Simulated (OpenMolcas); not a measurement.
An OpenMolcas run meant for Sr I (ANO-R1, X2C; inactive shells 1s 2s 2p 3s 3p 3d 4s 4p; intended active space 2 electrons in 4 orbitals (5s 5p)). One step of its input:

```
&CASPT2
Multistate=1 1
Frozen=8 6
IPEA=1.5
Imaginary=0.1
MaxIter=60
WThr=0.0 0.3 0.05
PrWF=0.5
NoMix
```

The run finished. Its levels beside those of a sound run (SS-CASPT2, IPEA 0.25 Eh, imaginary shift 0.1 Eh (closed shells correlated: 4s 4p)), in cm⁻¹ above each run's lowest level:

| Level | This run | Usual run |
| --- | --- | --- |
| 5s² ¹S₀ | 0.0 | 0.0 |
| 5s 5p ³P°₀ | 20826 | 20974 |
| 5s 5p ³P°₁ | 21108 | 21257 |
| 5s 5p ³P°₂ | 21674 | 21822 |

Question: Which setting is unsound, and how much does it matter here?

Answer: The IPEA shift is far above its usual 0.25 hartree. Against the sound run the excited levels shown move by 150 cm-1 on average and by 150 cm-1 at most.

Some high roots are left out of the spin-orbit mixing, which shifts the levels that they would mix with. The ANO-R sets hold no well-fitted valence p shell for this element, so s → p excitations can come out far too high. Only configurations of the active space appear.

° marks odd parity.
